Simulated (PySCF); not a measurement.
# Ionisation energy of Ne+ by level of theory

Ne+ [He] 2s2 2p5 (2P) → Ne(2+) [He] 2s2 2p4 (3P), as a difference of total energies. Calculation: PySCF 2.14, in aug-pcseg-3 (6s5p5d3f2g, 85 functions); the non-relativistic Hamiltonian (point nucleus). Correlated levels: valence: 1s2 frozen. The calculations carry no spin-orbit coupling.

```tsv
method	ionisation energy (eV)
UHF	39.300
MP2 (valence)	40.877
SCS-MP2 (valence)	40.882
CCSD (valence)	40.811
CCSD(T) (valence)	40.843
```

Q: How much does correlation contribute at CCSD(T) (valence)?

A: 40.843 − (39.300) = 1.543 eV, measured against UHF.

Errors of the correlated levels include the incompleteness of this basis and the frozen core.

For comparison: 40.963 eV (measured; NIST Atomic Spectra Database, ionization energies).
